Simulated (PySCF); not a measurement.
# Cost of excited-state runs on `[PH3+][Si@@H](c1cccs1)C1CC1`, [C7H12PSSi]+, charge +1

Bonds (- single, = double, # triple, : aromatic): P1-Si2, Si2-C3, C3:C4, C4:C5, C5:C6, C6:S7, Si2-C8, C8-C9, C9-C10, S7:C3, C10-C8. P1 carries H11, H12, H13; Si2 carries H14; C4 carries H15; C5 carries H16; C6 carries H17; C8 carries H18; C9 carries H19, H20; C10 carries H21, H22. Formal charges: P1 +1. Stereochemistry as in [PH3+][Si@@H](c1cccs1)C1CC1.

Total charge +1. H19, H22 are cis to Si2 on the ring; H20, H21 are trans to Si2 on the ring.

PySCF with density fitting, on 1 thread of an Intel Xeon, shared host. Command: `OMP_NUM_THREADS=1 python excited_run.py task.json out`

Problem. How long does each of these runs take, and how much memory?
- magnetisability and related constants, HF/MINI; grid level 4; guess huckel
- magnetisability and related constants, HF/pcSseg-1; usual settings

Solution. 
```
                                  run        level  basis functions  wall time  peak memory (GiB)
magnetisability and related constants      HF/MINI               74       18 s               0.74
magnetisability and related constants  HF/pcSseg-1              251      100 s                1.1
```
Times from a shared host are rough.
